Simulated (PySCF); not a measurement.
Compound: C₂H₈AlOSb.
Atom-mapped SMILES: `[CH3:1][CH2:2][O:3][AlH:4][SbH2:5]` (hydrogens: H6, H7, H8 on C1; H9, H10 on C2; H11 on Al4; H12, H13 on Sb5)

A GFN2-xTB structure was refined with PBE0-D3(BJ)/def2-SVP geometry optimisation, gas phase, def2 core potentials past Kr in PySCF. Its GFN2-xTB values:

| coordinate | GFN2-xTB |
| --- | --- |
| C1–C2 | 1.534 Å |
| C1–H6 | 1.112 Å |
| C2–O3 | 1.408 Å |
| C2–H9 | 1.082 Å |
| O3–Al4 | 1.613 Å |
| Al4–Sb5 | 2.633 Å |
| Al4–H11 | 1.543 Å |
| Sb5–H12 | 1.709 Å |
| C1–C2–O3 | 111.4° |
| C2–O3–Al4 | 173.5° |
| O3–Al4–Sb5 | 120.4° |

Question: How do these coordinates change at the PBE0-D3(BJ)/def2-SVP level?

Answer: 
```
coordinate  PBE0-D3(BJ)/def2-SVP (Å or °)  change
    O3–Al4                          1.702  +0.089
   Al4–H11                          1.584  +0.041
     C2–H9                          1.105  +0.023
     C1–C2                          1.515  -0.019
   Al4–Sb5                          2.649  +0.016
     C2–O3                          1.395  -0.013
     C1–H6                          1.102  -0.010
   Sb5–H12                          1.719  +0.010
 C2–O3–Al4                          137.5   -36.0
O3–Al4–Sb5                          118.5    -1.9
  C1–C2–O3                          111.4     0.0
```

The energy falls by 7.3 kcal/mol over 24 energy and gradient evaluations, the largest force component goes from 0.0430 to 3.3e-04 Eh/bohr, and the atoms move by 0.682 Å rms after alignment. The bond that changes most is O3–Al4 (ends: oxygen bonded to Al and C; aluminium bonded to O, Sb and H), which lengthens by 0.089 Å. Bonds longer at the end by more than 0.005 Å: 7 of 12; shorter: 4. Among the dihedrals that turn most is O3–Al4–Sb5–H13, from -74° to -133°. Rotational constants go from 6636, 613.1, 589.6 to 4174, 776.9, 688.9 MHz.

The run used 126 basis functions and 168 SCF cycles in all.

Not checked by PBE0-D3(BJ)/def2-SVP frequencies. One conformer, not necessarily the lowest.
